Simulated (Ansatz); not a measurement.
A series at Si: from `[AlH2][SiH3]`, ligands are replaced one by one, each step taking up H–F and setting free H₂; n counts the steps. Ansatz, PBE0-D4/def2-TZVP geometries.

| n | molecule | HOMO energy, ωB97M-V/def2-TZVPP (eV) |
| --- | --- | --- |
| 0 | `[AlH2][SiH3]` | -9.61 |
| 1 | `F[SiH2][AlH2]` | -9.65 |
| 2 | `F[SiH](F)[AlH2]` | ? |
| 3 | `F[Si](F)(F)[AlH2]` | -10.61 |

**Question.** By hand: fit a straight line y = ȳ + b (n − n̄) to the 3 given rows and predict n = 2.

**Answer.** n̄ = 1.333, ȳ = -9.957; Σ(n − n̄)(y − ȳ) = -1.653, Σ(n − n̄)² = 4.667, so b = -0.354 eV a step. Prediction: -9.957 + (-0.354) × (0.667) = -10.19 eV.

**Question.** By hand: compare with the computed value, -9.85 eV, and give the steps along the whole series.

**Answer.** The line misses by 0.34 eV (computed minus predicted). Steps: -0.04, -0.20, -0.76 eV.

One step carries most of the change, so a line is a poor guide. The highest orbital can change its character along such a series. The miss is 34.0 % of the series' range.
